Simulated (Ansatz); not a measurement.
`[F][Mo]([F])(=[S])=[S]` and `[OH][Mo]([F])(=[S])=[S]` differ in one atom or group.

Ansatz, PBE0-D4/def2-TZVP geometries, multiplicity 1. Each molecule was computed in one conformer, which needn't be the lowest.

Elements past krypton have def2 core potentials.

```tsv
property	`[F][Mo]([F])(=[S])=[S]`
ideal-gas entropy at 298 K and 1 bar (rigid rotor, harmonic PBE0-D4/def2-TZVP) / J/(mol·K)	338
HOMO energy (PBE/def2-TZVPP) / eV	-6.75
LUMO energy (PBE/def2-TZVPP) / eV	-4.36
HOMO energy (PBE0/def2-TZVPP) / eV	-7.88
HOMO energy (ωB97M-V/def2-TZVPP) / eV	-9.82
size of the dipole moment (ωB97M-V/def2-TZVPP) / D	0.20
```

Q: Give the same properties after the change, and the shifts. (An estimate is asked.)

A: Computed: 
```json
{"property": "ideal-gas entropy at 298 K and 1 bar (rigid rotor, harmonic PBE0-D4/def2-TZVP) / J/(mol·K)", "`[OH][Mo]([F])(=[S])=[S]`": "349", "shift": "11"}
{"property": "HOMO energy (PBE/def2-TZVPP) / eV", "`[OH][Mo]([F])(=[S])=[S]`": "-6.46", "shift": "0.29"}
{"property": "LUMO energy (PBE/def2-TZVPP) / eV", "`[OH][Mo]([F])(=[S])=[S]`": "-3.99", "shift": "0.37"}
{"property": "HOMO energy (PBE0/def2-TZVPP) / eV", "`[OH][Mo]([F])(=[S])=[S]`": "-7.59", "shift": "0.29"}
{"property": "HOMO energy (ωB97M-V/def2-TZVPP) / eV", "`[OH][Mo]([F])(=[S])=[S]`": "-9.54", "shift": "0.28"}
{"property": "size of the dipole moment (ωB97M-V/def2-TZVPP) / D", "`[OH][Mo]([F])(=[S])=[S]`": "2.27", "shift": "2.07"}
```

With PBE0 the HOMO rises by 0.29 eV and the LUMO rises by 0.35 eV, so the gap widens by about 0.06 eV. PBE moves the HOMO by 0.29 eV and ωB97M-V by 0.28 eV. The zero-point energy changes by 29.3 kJ/mol with +3 modes. Dipoles are sizes alone; their direction can turn.
